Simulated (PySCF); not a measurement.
Output of ΔSCF core-hole calculations on `[GeH3][SiH2][SiH3]`.

Computed with PySCF 2.14.0, delta-SCF UKS SCAN, pcX-2 on the ionised atom, pcseg-1 elsewhere, spin-free X2C. The program numbers atoms from 0. The cycles run on a coarse integration grid; for E(ground) and E(ion) the exchange–correlation energy is redone on a finer one, so they differ from the last cycle, and only they enter the binding energy.

Coordinates (Å, PBE0-D3(BJ)/def2-SVP):
```
Si     1.821960     0.757237     0.011007
Si     0.231321    -0.957678    -0.137609
Ge    -1.966656    -0.058050     0.079019
H      3.210995     0.227699    -0.148848
H      1.562238     1.769556    -1.058857
H      1.708843     1.428619     1.342603
H      0.465103    -1.970947     0.939422
H      0.351761    -1.645396    -1.462353
H     -2.245142     0.933155    -1.066587
H     -2.102275     0.694859     1.416022
H     -3.027297    -1.173704     0.034249
```

```
ground state, core basis on atom 1 (Si), 145 functions
  cycle   1  E = -2678.92488941  |g| = 2.86e-01
  cycle   2  E = -2678.92498130  |g| = 2.85e-02
  cycle   3  E = -2678.92499177  |g| = 1.89e-02
  cycle   4  E = -2678.92508163  |g| = 4.32e-03
  cycle   5  E = -2678.92508777  |g| = 3.78e-04
  E(ground) = -2679.07668813 Eh
hole in Si 2p of atom 1
  cycle   1  E = -2674.65566974  |g| = 1.24e+00
  cycle   2  E = -2674.42231534  |g| = 1.16e+00
  cycle   3  E = -2674.94995700  |g| = 2.40e-01
  cycle   4  E = -2674.99455665  |g| = 7.78e-02
  cycle   5  E = -2674.99924145  |g| = 6.58e-03
  cycle   6  E = -2674.99926027  |g| = 4.39e-03
  cycle   7  E = -2674.99927119  |g| = 8.78e-04
  cycle   8  E = -2674.99927333  |g| = 3.20e-04
  E(ion) = -2675.16202895 Eh   <S^2> = 0.7526   hole on atom = 1.002
```

What energy does this spin-free Si 2p hole on atom 1 cost, and which doublet follows from it?

(-2675.162029 − (-2679.076688)) Eh × 27.2114 eV/Eh = 106.52 eV. With the spin–orbit matrix of the shell the program then gives 2p3/2 = 106.32 eV and 2p1/2 = 106.95 eV; their weighted mean, 106.53 eV, differs from that hole by +0.01 eV, as the three ground-state 2p orbitals of the atom aren't degenerate.

Geometry: PBE0-D3(BJ)/def2-SVP; no solvent, vibrations or thermal averaging.

Time: 21 s wall; peak memory 0.43 GiB. Hardware: Arm Neoverse V1, one thread, shared host with 32 logical CPUs at a one-minute load of 14.
Labels such as C1 count atoms from 1, the log's own numbers from 0.
